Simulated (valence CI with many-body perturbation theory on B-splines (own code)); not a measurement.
**Sb⁴⁴⁺: input, log and results**

Computed by configuration interaction combined with many-body perturbation theory (CI+MBPT): five valence electrons over a frozen Dirac-Fock core [He], a basis of 9 s, 9 p, 8 d, 6 f, 3 g, 1 h functions for each j, with the one-electron correlation potential Σ1 (screened to all orders), the two-electron term Σ2, the three-electron term Σ3, Breit, model QED; selected single and double excitations, second order for the rest (own B-spline code, finite nucleus).

Command, and the settings that its task file holds:

```sh
python run_cv.py task.json out
```

```
atom Sb  Z=51  mass_number=121  rms_radius_fm=4.6802
core [He]
valence 2s2 2p3
avg = 1
basis = M
breit = 1
cap = 40000
capref = 1200
cscale = 1
de = 0.0
dress = 1
eps = 2e-08
h = 0.27
hh = 1
l2 = 3
lcore = 6
maxit = 60
n2 = 5
natural = 1
nlev = 45
nno = [5, 5, 5, 4, 2, 1]
nroot = 26
nsp = [4, 4, 3, 2, 1, 0]
pt2 = 1
qed = 1
rpa = 1
s1 = 1
s2 = 1
s3 = 1
screen = 1
tol = 2e-05
```

(1) Roughly how long does this run take on one core of Intel(R) Xeon(R) Platinum 8259CL CPU @ 2.50GHz (Skylake/Cascade Lake), and how much memory?

Log. The first blocks belong to the next ion, which gives the ionisation energy. Fields: 2J, parity (1 odd), roots, reference size, generating configurations, candidates as configurations/state functions, variational space P, stored matrix elements, Davidson steps; e2 is the range of second-order energies in hartree. The first line gives the box (bohr), its intervals, the orbitals and the steps of their self-consistent field. Window is the range of levels sought, series limit the energy at which the first omitted orbital would enter, core excitation an estimate of the first excitation out of the core, left out the lowest levels not solved, and shifts from estimates the range by which levels moved from their first estimate, all in cm⁻¹.

```
rmax 1.9 intervals 56 orbitals 63 references ['2s2 2p3', '2s 2p4', '2p5'] scf 3 t 1.1
2J=0 par=0 roots 2 ref 28 generators 4 cand 3355/4621 P 2125/2999 nnz 1.2e+06 it 4
2J=0 par=0 roots 2 ref 28 generators 4 cand 1256/1650 P 2500/3521 nnz 1.6e+06 it 4
   second order: generators 8 cand 5245/8193 e2 -0.00002 -0.00001
reference levels 581, estimated 439, window 36607074 1/cm; series limit 50230383, core excitation 213744091
2J=3 par=1 roots 19 ref 87 generators 23 cand 29381/217239 P 2054/8000 nnz 4.8e+06 it 8
2J=3 par=1 roots 19 ref 87 generators 23 cand 27368/209326 P 7195/39994 nnz 7.7e+07 it 8
   second order: generators 39 cand 52953/484111 e2 -0.00722 -0.00116
2J=5 par=1 roots 13 ref 72 generators 18 cand 29949/260814 P 1834/7999 nnz 5.2e+06 it 7
2J=5 par=1 roots 13 ref 72 generators 18 cand 28151/252887 P 6331/39990 nnz 8.2e+07 it 8
   second order: generators 28 cand 44559/488870 e2 -0.00683 -0.00226
2J=1 par=1 roots 13 ref 58 generators 21 cand 26776/124058 P 2720/8000 nnz 4.1e+06 it 6
2J=1 par=1 roots 13 ref 58 generators 21 cand 24093/116116 P 9969/39997 nnz 7e+07 it 8
   second order: generators 34 cand 39185/241657 e2 -0.00207 -0.00030
2J=5 par=0 roots 13 ref 79 generators 20 cand 30063/261554 P 1916/7995 nnz 5.7e+06 it 8
2J=5 par=0 roots 13 ref 79 generators 20 cand 28188/253638 P 6651/39996 nnz 8.3e+07 it 8
   second order: generators 32 cand 45211/513717 e2 -0.00759 -0.00210
2J=1 par=0 roots 13 ref 59 generators 23 cand 27575/125326 P 2757/8000 nnz 4.5e+06 it 8
2J=1 par=0 roots 13 ref 59 generators 23 cand 24858/117385 P 10150/39995 nnz 7e+07 it 8
   second order: generators 36 cand 38074/230558 e2 -0.00162 -0.00014
2J=3 par=0 roots 16 ref 86 generators 20 cand 29369/217264 P 1904/7993 nnz 5.5e+06 it 7
2J=3 par=0 roots 16 ref 86 generators 21 cand 28297/211417 P 7126/39989 nnz 7.9e+07 it 8
   second order: generators 32 cand 44638/407804 e2 -0.00548 -0.00153
2J=7 par=1 roots 7 ref 44 generators 11 cand 23973/227241 P 1756/7990 nnz 5.8e+06 it 6
2J=7 par=1 roots 7 ref 44 generators 11 cand 22242/219295 P 5775/39996 nnz 9.6e+07 it 6
   second order: generators 18 cand 33293/412790 e2 -0.00688 -0.00270
2J=7 par=0 roots 5 ref 46 generators 11 cand 23955/227202 P 1758/7997 nnz 5.8e+06 it 5
2J=7 par=0 roots 5 ref 46 generators 12 cand 23076/221904 P 5675/39991 nnz 1e+08 it 5
   second order: generators 19 cand 36521/516948 e2 -0.00330 -0.00118
2J=9 par=0 roots 2 ref 22 generators 5 cand 14160/128270 P 1461/7980 nnz 8.5e+06 it 4
2J=9 par=0 roots 2 ref 22 generators 5 cand 12713/120312 P 4862/35034 nnz 1.2e+08 it 5
   second order: generators 9 cand 18280/246651 e2 -0.00025 -0.00013
2J=9 par=1 roots 2 ref 17 generators 4 cand 12593/124176 P 1234/7989 nnz 9.4e+06 it 4
2J=9 par=1 roots 2 ref 17 generators 4 cand 11371/116204 P 3891/32925 nnz 1.2e+08 it 5
   second order: generators 7 cand 23168/297096 e2 -0.00074 -0.00025
2J=11 par=1 roots 1 ref 4 generators 1 cand 5849/58693 P 1263/7994 nnz 9.5e+06 it 4
2J=11 par=1 roots 1 ref 4 generators 1 cand 4590/50703 P 3219/28155 nnz 9.9e+07 it 5
   second order: generators 4 cand 12948/171131 e2 -0.00010 -0.00010
left out: unestimated 47665681, estimated 38682558, shifts from estimates -345 to 635
operators 0.3
```

The Davidson iterations converged.

No measured spectrum was set against this ion. As an estimate, large intervals hold to a few tenths of a per cent, small ones and those within an open d or f shell to about a per cent. Among the levels kept, up to 1400 cm⁻¹ of a level comes from second order outside the variational space, and about a tenth of that is noise between levels of different J, which matters for small intervals.

| Property | Result |
| --- | --- |
| Valence energy | -1490.135 hartree |
| Ionisation energy | 7390.5 eV (NIST: 7390 ± 4 eV (theoretical)) |
| Reference configurations for the orbitals | 2s2 2p3, 2s 2p4, 2p5 |
| Radial orbitals | 63 |
| Box radius | 1.873 bohr |
| Largest variational space | 39997 |
| Lowest levels | (2s^2 2p1/2^2 2p3/2) J=3/2 0.000, (2s^2 2p1/2 2p3/2^2) J=3/2 18.151, (2s^2 2p1/2 2p3/2^2) J=5/2 19.557, (2s^2 2p1/2 2p3/2^2) J=1/2 21.652, (2s 2p1/2^2 2p3/2^2) J=5/2 32.960, (2s 2p1/2^2 2p3/2^2) J=1/2 37.609, (2s 2p1/2^2 2p3/2^2) J=3/2 37.722, (2s^2 2p3/2^3) J=3/2 39.884, (2s 2p1/2 2p3/2^3) J=3/2 [a] 52.562, (2s 2p1/2 2p3/2^3) J=5/2 54.809, (2s 2p1/2 2p3/2^3) J=1/2 57.241, (2s 2p1/2 2p3/2^3) J=3/2 [b] 58.088, (2p1/2^2 2p3/2^3) J=3/2 74.476, (2s 2p3/2^4) J=1/2 76.690 Ry |

Levels are named by their leading jj configuration (3d3/2^4 stands for four electrons in 3d with j = 3/2), which in mixed levels can hold well under half, so a name can repeat and another be missing. Letters in brackets count levels of one name in rising energy.

Answers

(1) 5.5 min on 1 thread of Intel(R) Xeon(R) Platinum 8259CL CPU @ 2.50GHz (Skylake/Cascade Lake), on a shared host, peak memory 1.2 GiB.
